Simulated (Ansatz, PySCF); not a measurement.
This PySCF input computes a CAM-B3LYP/def2-TZVPD energy:

```python
from pyscf import gto, scf, dft

mol = gto.M(
    atom='''
    Cl   -0.00000000   -0.00000000   -1.61347186
    B     0.00000000    0.00000000    0.00000000
    Cl    0.00000000    0.00000000    1.61347186
    ''',
    basis='def2-tzvpd',
    charge=1,
    spin=0,
    verbose=4,
)

mf = dft.RKS(mol, xc='camb3lyp').density_fit(auxbasis='def2-universal-jkfit')
mf.grids.level = 3
mf.conv_tol = 1e-9
mf.max_cycle = 100
mf.max_memory = 1500
mf.kernel()
if not mf.converged:
    mf = mf.newton()
    mf.kernel(mf.make_rdm1())
mf.analyze()
```

Write an input for the same energy in Ansatz (a first-principles code) and say what it gives.


Ansatz 0.2 input:
```yaml
crystal:
  periodic: [false, false, false]
  atoms:
    - {symbol: Cl, position_ang: [-0.00000000, -0.00000000, -1.61347186]}
    - {symbol: B, position_ang: [0.00000000, 0.00000000, 0.00000000]}
    - {symbol: Cl, position_ang: [0.00000000, 0.00000000, 1.61347186]}
basis:
  gaussian:
    orbitals: def2-TZVPD
hamiltonian:
  xc: {name: CAM-B3LYP}
total_charge: 1
output: {forces: true}
```
It gives -945.02396 Eh, and PySCF -945.02398 Eh, a difference of 0.02 mEh, from the treatment of integrals and grids.
